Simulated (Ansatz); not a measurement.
`CN[SiH2]S` → CH₃NH₂ + `[SiH]S`  (silylene formation by 1,1-elimination)

Isolated molecules relaxed with PBE0-D4/def2-TZVP in Ansatz; ΔE leaves out vibrations. CBS: MP2 limit from def2 TZ/QZ plus the TZ coupled-cluster correction, frozen cores. This one scheme is used for every species. Functionals use def2-TZVPP. B3LYP here is the variant with VWN-RPA as its local correlation; programs differ in this. Each species was taken in one conformer, which may not be the lowest.

`CN[SiH2]S`:

Z-matrix (Å, degrees):
```
C
N 1 1.446
H 1 1.097 2 113.2
H 1 1.094 2 111.1 3 121.9
H 1 1.092 2 109.5 3 -119.8
Si 2 1.704 1 125.4 3 97.1
H 2 1.008 1 114.4 3 -66.9
S 6 2.140 2 106.6 1 151.2
H 6 1.492 2 117.6 1 -90.8
H 6 1.486 2 105.7 1 29.8
H 8 1.343 6 94.1 2 139.0
```

CH₃NH₂:

Z-matrix (Å, degrees):
```
C
N 1 1.453
H 1 1.092 2 109.4
H 1 1.100 2 115.4 3 -121.6
H 1 1.092 2 109.4 3 116.8
H 2 1.012 1 110.6 3 62.6
H 2 1.012 1 110.6 3 -179.3
```

`[SiH]S`:

```xyz
4

Si   -0.370    0.603    0.852
S     0.288   -0.619   -0.744
H     0.478    1.744    0.301
H    -0.396   -1.728   -0.409
```

```json
{"level": "B3LYP-D4", "ΔE (kJ/mol)": "209.1"}
{"level": "CAM-B3LYP-D4", "ΔE (kJ/mol)": "222.7"}
{"level": "CCSD(T)/def2-SVP", "ΔE (kJ/mol)": "196.3"}
{"level": "HF/def2-TZVPP", "ΔE (kJ/mol)": "212.9"}
```

Problem. What does CCSD(T)/CBS give? (An estimate is asked.)

Solution. Ansatz gave: +217.6 kJ/mol. The listed levels differ from it by -8.5, 5.1, -21.3, -4.7 kJ/mol.

Largest T1 diagnostic among the species: 0.016.

At CCSD(T), def2-SVP lies −21.3 kJ/mol from the extrapolated value and def2-TZVPP −5.8 kJ/mol. From PBE to PBE0 (25 % exact exchange), in def2-TZVPP and without D4, ΔE moves by +17.2 kJ/mol. Leaving LDA and LC-ωPBE aside and taking each functional with its dispersion term where it has one, the values, not all of them listed here, spread over 39.0 kJ/mol, from BLYP-D4 to r2SCAN0-D4. LDA lies +37.1 kJ/mol from PBE without D4.

CCSD(T)/CBS has its own doubt, a few kJ/mol and more with outer-core shells, so smaller differences from it don't rank the levels.
